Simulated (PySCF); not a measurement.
Species: C₈H₉NSi.
Bonds: N1–C2, C2–C3 (aromatic), C3–C4 (aromatic), C4–C5 (aromatic), C5–C6 (aromatic), C6–C7 (aromatic), C7–C8, C8–C9 (double), C9–Si10, C2–C7 (aromatic), C6–Si10. Hydrogens: H11, H12 on N1; H13 on C3; H14 on C4; H15 on C5; H16 on C8; H17 on C9; H18, H19 on Si10.

Torsions of this conformer, `[NH2:1][c:2]1[cH:3][cH:4][cH:5][c:6]2[c:7]1[CH:8]=[CH:9][SiH2:10]2`: H–N1–C2–C3 18°, H–N1–C2–C3 155°.

The closed-shell ground state was solved at several levels (PySCF, density fitting, gas phase, non-relativistic). Geometry: PBE0-D3(BJ)/def2-SVP; no solvent, vibrations or thermal averaging.

```json
{"level": "B3LYP/def2-SVPD", "basis functions": "276", "total energy (Eh)": "-654.1939", "HOMO (eV)": "-5.72", "LUMO (eV)": "-1.53", "gap (eV)": "4.19", "dipole (D)": "2.21"}
{"level": "PBE0/pcSseg-1", "basis functions": "222", "total energy (Eh)": "-653.8940", "HOMO (eV)": "-5.88", "LUMO (eV)": "-1.35", "gap (eV)": "4.53", "dipole (D)": "2.31"}
```

Task: What might PBE/pcSseg-1 (222 basis functions) give for the same quantities?

Result: Total energy -653.8417 Eh, HOMO -4.92 eV, LUMO -2.14 eV, gap 2.78 eV, dipole 2.45 D.

Task: Over all these levels, which gives the widest orbital gap and which the narrowest?

Result: PBE0/pcSseg-1 (global hybrid, 25 % exact exchange) has the widest, 4.53 eV, and PBE/pcSseg-1 (GGA) the narrowest, 2.78 eV. The two share the basis. From the narrowest to the widest the HOMO moves by -0.96 eV and the LUMO by +0.79 eV.

Task: How far do the dipole and the HOMO energy spread over the levels?

Result: The dipole runs from 2.21 to 2.45 D (mean 2.32 D) and the HOMO from -5.88 to -4.92 eV.
